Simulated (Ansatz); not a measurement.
C2H8ClInS, SMILES `[CH3][In-]([CH3])([SH2+])[Cl]`, relaxed with RKS PBE0-D4/def2-TZVP in the Gaussian-basis code of Ansatz from a PBE-D4/def2-SVP geometry. The force threshold is 0.005 eV/Å; the program also tests the step.

The species carries charge 0 and has multiplicity 1. In takes the def2 core potential.

Start:

```xyz
13

C     0.464   -2.026   -1.021
In   -0.079   -0.362    0.254
C    -1.831    0.760    0.872
S     1.507    1.700   -1.043
Cl    1.695   -0.043    1.957
H     0.055   -1.879   -2.038
H     1.567   -2.096   -1.065
H     0.059   -2.966   -0.598
H    -1.948    0.657    1.968
H    -1.682    1.829    0.626
H    -2.744    0.393    0.364
H     0.831    2.711   -0.427
H     2.107    1.322    0.150
```

Q: How much energy does the relaxation release, and in how many steps? (Best estimate.)

A: Ansatz gave: 2.20 kcal/mol, in 38 steps, 10 of them rejected.

Q: Which bonds change most? (Estimate.)

A: Computed: In2–Cl5 from 2.480 to 2.414 Å; S4–H13 from 1.388 to 1.348 Å; In2–C3 from 2.170 to 2.142 Å; C1–In2 from 2.166 to 2.140 Å.

Q: Give the relaxed structure. (Estimate.)

A: Computed: 
```xyz
13

C     0.461   -2.039   -0.907
In   -0.041   -0.368    0.332
C    -1.783    0.752    0.879
S     1.311    1.688   -1.183
Cl    1.690   -0.034    1.982
H    -0.005   -1.953   -1.889
H     1.544   -2.086   -1.019
H     0.120   -2.963   -0.437
H    -2.439    0.140    1.501
H    -1.479    1.626    1.454
H    -2.340    1.069   -0.004
H     0.724    2.675   -0.485
H     2.239    1.492   -0.225
```
